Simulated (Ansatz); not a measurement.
ammonia (H₃N), singlet, at a GFN2-xTB geometry; PBE/aug-cc-pVTZ (Ansatz, an electronic-structure program).

Input for Ansatz:
Ansatz 0.2 input:
```yaml
crystal:
  periodic: [false, false, false]
  atoms:
    - {symbol: N, position_ang: [-0.00088861, 0.00220129, 0.11002386]}
    - {symbol: H, position_ang: [0.01587655, 0.93846578, -0.27548989]}
    - {symbol: H, position_ang: [0.81249024, -0.48875726, -0.24050098]}
    - {symbol: H, position_ang: [-0.82214652, -0.46511757, -0.25417613]}
basis:
  gaussian:
    orbitals: aug-cc-pVTZ
hamiltonian:
  xc: pbe
```

What the program printed (banner, timings and long lists left out):

```
Functional definition: PBE
397 factors; their error is unknown
mean field evaluation 1: about -1528.8767 eV, gradient 7.0e1 eV
mean field evaluation 2: about -1490.0655 eV, gradient 1.2e2 eV
mean field evaluation 4: about -1537.7470 eV, gradient 2.8e0 eV
mean field evaluation 8: about -1537.7471 eV, gradient 1.9e-2 eV
mean field -1537.74707051 eV, -56.5111625188 hartree, gradient 7.7e-6 eV, S^2 0.000000; 0 other end points of the search recorded, 0 dependent functions left out
reference -1537.74711212 eV, -56.5111640482 hartree; 5, 5 occupied and 110, 110 virtual orbitals, 397 factors
Total energy: -1537.74711212 eV, -56.5111640482 hartree
```
